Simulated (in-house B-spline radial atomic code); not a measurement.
Checks on a self-consistent run for Yb III (Yb2+), [Xe] 4f14. Method: Dirac-Hartree-Fock, average of configuration, Fermi nucleus of rms radius 5.3108 fm. Calculated with a radial B-spline atomic code at the basis-set limit.

```csv
orbital,q,ε (Eh),<1/r>,<r²>,small-component weight
1s1/2,2,-2268.15954,80.6117,0.000529863,0.068978
2s1/2,2,-389.41525,19.481,0.00814181,0.015506
2p1/2,2,-370.58139,19.4085,0.00587417,0.015519
2p3/2,4,-332.01357,16.6801,0.00708122,0.014179
3s1/2,2,-90.23227,7.15554,0.053314,0.0050576
3p1/2,2,-81.94635,7.0576,0.0493445,0.0049842
3p3/2,4,-73.61817,6.36191,0.0559965,0.0046109
3d3/2,4,-59.71637,6.23162,0.0440094,0.0044674
3d5/2,6,-57.91510,6.06318,0.0458506,0.0043606
4s1/2,2,-19.19546,2.9641,0.269638,0.0015978
4p1/2,2,-15.79965,2.85089,0.281763,0.0015108
4p3/2,4,-13.89853,2.62209,0.317315,0.001382
4d3/2,4,-8.30309,2.39212,0.358933,0.0011882
4d5/2,6,-7.94746,2.33262,0.373801,0.0011492
5s1/2,2,-2.95991,1.07048,1.72006,0.0002953
5p1/2,2,-1.94174,0.946537,2.1754,0.00023609
5p3/2,4,-1.70395,0.865912,2.53135,0.00020235
4f5/2,6,-1.06458,1.77686,0.726551,0.00072045
4f7/2,8,-1.00614,1.74392,0.76702,0.00069949
```

Electron-electron repulsion V_ee = 5219.9336 hartree.

(1) What total energy follows from the eigenvalues?

(2) Does the Dirac virial theorem hold?

(3) What diamagnetic shielding (Lamb formula) and susceptibility (Langevin formula) do the radii give?

Answers

(1) The eigenvalues count the repulsion twice, so E = Σqε - V_ee = -8847.090 - 5219.934 = -14067.023 hartree; the run printed -14067.023.

(2) For a point nucleus E = -2c²Σq·w, with w the small-component weight. Here Σq·w = 0.37447 and c = 137.0360, so the ratio E/(-2c²Σq·w) is 1.000203; the finite nucleus accounts for the departure from 1.

(3) σ = (α²/3)Σq<1/r> = 498.695/(3·137.036²) = 8852.1 ppm, and χ = -0.79199×10⁻⁶·Σq<r²> = -28.04×10⁻⁶ cm³/mol with Σq<r²> = 35.4 bohr². Both are non-relativistic formulas without the paramagnetism of open shells; for so heavy an element the full relativistic shielding is larger by tens of per cent.
